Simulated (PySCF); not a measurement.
This PySCF input asks for the NMR shieldings of SMILES CC#CC[Si@@H](O)[SiH2]S, C$_{4}$H$_{10}$OSSi$_{2}$; the geometry comes from GFN2-xTB.

```python
import basis_set_exchange as bse
import numpy as np
from pyscf import gto, dft
from pyscf.prop import nmr

atoms = """
C     4.063301    0.226902    0.108387
C     2.681033   -0.173132   -0.060524
C     1.550169   -0.542472   -0.212995
C     0.161092   -0.908643   -0.365574
Si   -0.945977    0.319960    0.611764
O    -0.595053    1.849400    0.166533
Si   -3.161797    0.280291    0.019533
S    -3.939883   -1.676011    0.523595
H     4.632846   -0.580462    0.568456
H     4.124978    1.107891    0.748376
H     4.508223    0.462856   -0.858538
H     0.015721   -1.929885   -0.010775
H    -0.093563   -0.894953   -1.428856
H    -0.621491    0.133895    2.035361
H     0.309224    2.150838    0.119433
H    -3.487444    0.431805   -1.404346
H    -4.043574    1.214725    0.723770
H    -5.166564   -1.466688    0.080104
"""
names = dict.fromkeys(["C", "Si", "O", "S", "H"], "pcSseg-1")
basis = {el: gto.basis.parse(bse.get_basis(n, elements=[el], fmt="nwchem")) for el, n in names.items()}
mol = gto.M(atom=atoms, basis=basis, charge=0, verbose=0)
mf = dft.RKS(mol, xc="PBE0")
mf.grids.level = 2
mf.grids.alignment = dft.numint.BLKSIZE   # the property module wants whole blocks of grid points
mf.conv_tol = 1e-9
mf.kernel()

calc = nmr.RKS(mf)   # GIAO
C = mf.mo_coeff
Co = C[:, mf.mo_occ > 0]
resp = mf.gen_response(singlet=True, hermi=2)
def vind(x):   # induced exchange potential for any number of trial vectors
    d = np.einsum("pi,xij,qj->xpq", C, 2 * x.reshape(-1, C.shape[1], Co.shape[1]), Co, optimize=True)
    return np.einsum("xpq,pi,qj->xij", resp(d - d.transpose(0, 2, 1)), C, Co, optimize=True).ravel()
mo1, _ = nmr.rhf.solve_mo1(calc, with_cphf=vind)
sigma = calc.kernel(mo1)
for i, s in enumerate(sigma):   # ppm
    print("%2d %-2s %9.2f" % (i, mol.atom_pure_symbol(i), np.trace(s) / 3))
```

Question: What does it print?

Answer: 
```
 0 C     181.94
 1 C     102.84
 2 C     106.75
 3 C     177.20
 4 Si    357.23
 5 O     323.18
 6 Si    415.82
 7 S     801.72
 8 H      29.65
 9 H      29.77
10 H      29.68
11 H      30.05
12 H      29.70
13 H      26.26
14 H      29.94
15 H      26.84
16 H      26.79
17 H      32.01
```

These numbers come from an equivalent density-fitted implementation of the same equations, which agrees with the script to about 0.01 ppm for H and up to a few tenths of a ppm for heavy atoms, so last digits may differ.

Question: Turn these shieldings into chemical shifts. δ = σ(ref) − σ, references computed at the same level: TMS for ¹³C (σ = 186.93 ppm), ²⁹Si (σ = 349.16 ppm), ¹H (σ = 31.72 ppm); ¹⁷O (σ = 336.08 ppm) against H2O; CS2 for ³³S (σ = 503.73 ppm).

Answer: Averaging equivalent atoms: C 1: 84.1; C 2: 80.2; C 3: 9.7; C 0: 5.0; Si 4: -8.1; Si 6: -66.7; O 5: 12.9; S 7: -298; H 13: 5.46; H 16: 4.92; H 15: 4.88; H 8/9/10: 2.02; H 12: 2.02; H 14: 1.78; H 11: 1.66; H 17: -0.29 ppm. Experimental scales use liquid or dissolved standards, which lie at an offset from isolated H2O (liquid H2O: subtract about 36 ppm).

Size and cost of the density-fitted run: 207 basis functions, 75 s wall time on 1 thread of an Arm Neoverse N1, shared host; peak memory 0.92 GiB.
